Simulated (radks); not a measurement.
Results of a calculation; reference values are marked as such.
Problem. All-electron atom: Tb3+ in [Xe] 4f5 5d2 6p1 (not the ground configuration). Code: a radial shooting solver on a logarithmic mesh with Libxc functionals. Model: scalar-relativistic Kohn-Sham, SCAN, spin-polarised, spherical densities, finite nucleus; open shells are filled with parallel spins first (spin-orbit coupling, left out, can overturn this in heavy ions); meta-GGA in the generalised Kohn-Sham scheme; Fermi nuclear charge, rms radius 5.06 fm. Some entries of the table are withheld. Estimate them.

| orbital | occ. | eigenvalue (eV) | <r^2> (bohr^2) |
|---|---|---|---|
| 1s up | 1 | -51989.87 | 0.0006318 |
| 1s down | 1 | -51989.85 | 0.0006318 |
| 2s up | 1 | -8695.584 | 0.009883 |
| 2s down | 1 | -8695.362 | 0.009883 |
| 2p up | 3 | -7729.497 | 0.007991 |
| 2p down | 3 | -7729.306 | 0.007991 |
| 3s up | 1 | -1994.677 | 0.06536 |
| 3s down | 1 | -1991.668 | 0.06522 |
| 3p up | 3 | -1694.679 | 0.06570 |
| 3p down | 3 | -1691.568 | 0.06553 |
| 3d up | 5 | -1303.524 | 0.05527 |
| 3d down | 5 | -1300.941 | 0.05508 |
| 4s up | 1 | -454.2360 | 0.3252 |
| 4s down | 1 | -447.6056 | 0.3259 |
| 4p up | 3 | -353.9660 | 0.3650 |
| 4p down | 3 | -347.3609 | 0.3660 |
| 4d up | 5 | -216.0103 | (1) |
| 4d down | 5 | -209.2572 | (2) |
| 5s up | 1 | -95.6985 | 1.688 |
| 5s down | 1 | -92.3866 | 1.727 |
| 5p up | 3 | -68.6256 | 2.173 |
| 5p down | 3 | -65.5307 | 2.198 |
| 4f up | 5 | -65.0632 | (3) |
| 5d up | 2 | -34.6782 | 3.846 |
| 6p up | 1 | -21.7173 | 11.86 |

Solution. 
(1) 4d up <r^2> (bohr^2): 0.4295
(2) 4d down <r^2> (bohr^2): 0.4323
(3) 4f up <r^2> (bohr^2): 0.6339
